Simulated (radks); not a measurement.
Values are calculated unless marked as measured or tabulated.
Task: Radial electron density D(r) = 4 pi r^2 rho(r) of an atom or ion with 1 electrons. Code: a radial shooting solver on a logarithmic mesh with Libxc functionals. Model: non-relativistic Kohn-Sham, PBE, spin-polarised, spherical densities, point nucleus.

| r (bohr) | D(r) (e/bohr) |
|---|---|
| 0.02691 | 0.02115 |
| 0.02916 | 0.02460 |
| 0.03133 | 0.02816 |
| 0.03394 | 0.03269 |
| 0.03648 | 0.03737 |
| 0.03951 | 0.04331 |
| 0.04246 | 0.04943 |
| 0.046 | 0.05718 |
| 0.04943 | 0.06512 |
| 0.05355 | 0.07514 |
| 0.05755 | 0.08538 |
| 0.06234 | 0.09826 |
| 0.067 | 0.1114 |
| 0.07258 | 0.1277 |
| 0.07799 | 0.1443 |
| 0.08449 | 0.1649 |
| 0.0908 | 0.1856 |
| 0.09836 | 0.2112 |
| 0.1057 | 0.2368 |
| 0.1145 | 0.2680 |
| 0.1231 | 0.2990 |
| 0.1333 | 0.3365 |
| 0.1433 | 0.3731 |
| 0.1552 | 0.4171 |
| 0.1668 | 0.4595 |
| 0.1807 | 0.5095 |
| 0.1942 | 0.5569 |
| 0.2103 | 0.6119 |
| 0.226 | 0.6629 |
| 0.2448 | 0.7205 |
| 0.2631 | 0.7724 |
| 0.285 | 0.8291 |
| 0.3063 | 0.8782 |
| 0.3318 | 0.9291 |
| 0.3566 | 0.9703 |
| 0.3863 | 1.010 |
| 0.4151 | 1.037 |
| 0.4497 | 1.058 |
| 0.4833 | 1.067 |
| 0.5236 | 1.065 |
| 0.5626 | 1.051 |
| 0.6095 | 1.021 |
| 0.655 | 0.9827 |
| 0.7096 | 0.9270 |
| 0.7625 | 0.8664 |
| 0.826 | 0.7894 |
| 0.8877 | 0.7136 |
| 0.9616 | 0.6248 |
| 1.033 | 0.5436 |
| 1.119 | 0.4548 |
| 1.203 | 0.3787 |
| 1.303 | 0.3008 |
| 1.401 | 0.2383 |
| 1.517 | 0.1783 |
| 1.63 | 0.1333 |
| 1.766 | 0.09313 |
| 1.898 | 0.06509 |
| 2.056 | 0.04191 |
| 2.21 | 0.02705 |
| 2.394 | 0.01582 |
| 2.572 | 0.009304 |
| 2.787 | 0.004866 |
| 2.995 | 0.002568 |

What is the nuclear charge?

Result: Z = 2. The innermost maximum, from 1s, lies near 1/Z = 0.5 bohr (found: 0.495), and its height grows with Z. The density is that of the helium ion He+ in 1s1; the configuration itself is not fixed sharply by these data. D(r) has 1 maximum, at r = 0.495 bohr.
